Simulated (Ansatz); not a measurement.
(1) Predict a relaxed structure of `FC(F)(F)c1ccc(-c2ccc(-c3ccc(C(F)(F)F)nc3)nc2)nc1`, charge 0, singlet, at PBE-D4/def2-SVP (Ansatz).

## Answers

(1) 
```xyz
35

F    -2.157    4.922   -5.587
C    -2.399    5.071   -4.263
F    -1.851    6.252   -3.886
F    -3.737    5.180   -4.096
C    -1.834    3.924   -3.463
C    -0.735    3.184   -3.925
C    -0.223    2.164   -3.120
C    -0.822    1.905   -1.865
C    -0.329    0.843   -0.955
C     0.660   -0.095   -1.312
C     1.069   -1.057   -0.388
C     0.484   -1.075    0.899
C     0.870   -2.062    1.938
C     1.857   -3.049    1.746
C     2.159   -3.937    2.783
C     1.454   -3.805    3.989
C     1.726   -4.728    5.168
F     2.155   -4.033    6.243
F     2.680   -5.645    4.865
F     0.614   -5.400    5.530
N     0.510   -2.877    4.200
C     0.229   -2.035    3.204
N    -0.470   -0.181    1.243
C    -0.858    0.733    0.355
N    -1.881    2.625   -1.430
C    -2.368    3.596   -2.202
H    -0.292    3.404   -4.907
H     0.642    1.583   -3.466
H     1.112   -0.090   -2.315
H     1.837   -1.789   -0.673
H     2.399   -3.133    0.793
H     2.924   -4.716    2.665
H    -0.547   -1.273    3.379
H    -1.639    1.446    0.666
H    -3.239    4.150   -1.811
```
 This is one stationary point.

Single mean-field runs in def2-SVP are fitted with def2-universal-jkfit.
